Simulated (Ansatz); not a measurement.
Start from `C[SiH]1C=N1` and change one atom or group to get `C[SiH2][SiH]1C=N1`.

Ansatz, PBE0-D4/def2-TZVP geometries, multiplicity 1. Each molecule was computed in one conformer, which needn't be the lowest.

| property | `C[SiH]1C=N1` |
| --- | --- |
| HOMO–LUMO gap (ωB97M-V/def2-TZVPP) / eV | 10.25 |
| HOMO energy (ωB97M-V/def2-TZVPP) / eV | -8.62 |
| size of the dipole moment (PBE/def2-TZVPP) / D | 2.15 |
| HOMO–LUMO gap (PBE0/def2-TZVPP) / eV | 5.81 |
| HOMO energy (B3LYP/def2-TZVPP) / eV | -6.22 |
| size of the dipole moment (B3LYP/def2-TZVPP) / D | 2.36 |

(1) Give the same properties after the change, and the shifts. (Estimate.)

Results:

(1) The calculation gave: 
```json
{"property": "HOMO–LUMO gap (ωB97M-V/def2-TZVPP) / eV", "`C[SiH2][SiH]1C=N1`": "9.56", "shift": "-0.69"}
{"property": "HOMO energy (ωB97M-V/def2-TZVPP) / eV", "`C[SiH2][SiH]1C=N1`": "-8.66", "shift": "-0.04"}
{"property": "size of the dipole moment (PBE/def2-TZVPP) / D", "`C[SiH2][SiH]1C=N1`": "1.46", "shift": "-0.69"}
{"property": "HOMO–LUMO gap (PBE0/def2-TZVPP) / eV", "`C[SiH2][SiH]1C=N1`": "5.63", "shift": "-0.18"}
{"property": "HOMO energy (B3LYP/def2-TZVPP) / eV", "`C[SiH2][SiH]1C=N1`": "-6.32", "shift": "-0.10"}
{"property": "size of the dipole moment (B3LYP/def2-TZVPP) / D", "`C[SiH2][SiH]1C=N1`": "1.75", "shift": "-0.61"}
```

With PBE0 the HOMO falls by 0.10 eV and the LUMO falls by 0.28 eV, so the gap narrows by about 0.18 eV. PBE moves the HOMO by -0.17 eV and ωB97M-V by -0.04 eV. Dipoles are sizes alone; their direction can turn.

B3LYP here is the variant with VWN-RPA as its local correlation; programs differ in this.
